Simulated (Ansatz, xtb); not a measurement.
## Cl2FGeH3Si: which of two conformers lies lower

Structure X is `F[Si@H](Cl)[GeH2][Cl]`, a singlet and structure Y is `F[Si@H](Cl)[GeH2][Cl]`, a singlet. Both are isolated molecules in the gas phase, relaxed with PBE0-D3(BJ)/def2-SVP.

X (Å):

```yaml
atoms:
  - { symbol: Cl, position_ang: [-1.7970, -0.6230, -2.6474] }
  - { symbol: Cl, position_ang: [-2.0331, -1.8433, 1.1983] }
  - { symbol: F, position_ang: [-1.5616, 1.6296, -0.6861] }
  - { symbol: Ge, position_ang: [-0.1332, -1.0564, 0.5136] }
  - { symbol: Si, position_ang: [-0.6708, 0.4131, -1.2791] }
  - { symbol: H, position_ang: [0.5004, 1.0076, -1.9748] }
  - { symbol: H, position_ang: [0.5282, -0.3453, 1.7052] }
  - { symbol: H, position_ang: [0.7190, -2.2483, 0.0492] }
```

Y (Å):

```xyz
8

Cl   -0.2627    0.0888    4.0128
Cl    0.1129   -1.8094   -1.0379
F     0.8509   -2.4584    2.9077
Ge   -0.9545   -0.9400    0.6435
Si    0.5966   -0.9280    2.4407
H     1.9105   -0.3160    2.1234
H    -2.1780   -1.8230    0.9281
H    -1.3812    0.4764    0.2290
```

Q: Which of the two would you expect CCSD(T)/def2-SVP + ΔMP2/def2-TZVPP electronic energies to favour?

A: Too close to call at this level: CCSD(T)/def2-SVP + ΔMP2/def2-TZVPP gives E(Y) − E(X) = −0.023 eV.

Level by level:

```
                             level              geometry  E(Y) − E(X) (eV)  departure from the last row (eV)  job, with rough time for the two
              PBE0-D3(BJ)/def2-SVP  PBE0-D3(BJ)/def2-SVP              −0.035                            −0.012             optimisation, 1.8 min
                       HF/def2-SVP  PBE0-D3(BJ)/def2-SVP              −0.046                            −0.023           part of the CCSD(T) run
                      MP2/def2-SVP  PBE0-D3(BJ)/def2-SVP              −0.028                            −0.005           part of the CCSD(T) run
                  CCSD(T)/def2-SVP  PBE0-D3(BJ)/def2-SVP              −0.027                            −0.004                      single point
CCSD(T)/def2-SVP + ΔMP2/def2-TZVPP  PBE0-D3(BJ)/def2-SVP              −0.023                                                  single point, 59 s
```

The largest departure from CCSD(T)/def2-SVP + ΔMP2/def2-TZVPP is that of HF/def2-SVP, 0.023 eV. Levels run at GFN2-xTB geometries aren't shown. The last row adds to CCSD(T) the change of the MP2 difference between the two basis sets, here +0.004 eV.

With harmonic frequencies from PBE0-D3(BJ)/def2-SVP (ideal gas, rigid rotor, one conformer each, 298.15 K, 1 atm): on the last row, ΔE + ΔZPE = −0.024 eV. A mode under 50 cm⁻¹ makes harmonic enthalpies and free energies unreliable, so none is given.

The correlated steps freeze 25 core orbitals; the filled d shell of Ge is correlated, in a basis made for valence electrons. Codes used: Ansatz 0.2.0; the last row on 2 threads of Intel(R) Xeon(R) Platinum 8259CL CPU @ 2.50GHz (Skylake/Cascade Lake) on a shared host.
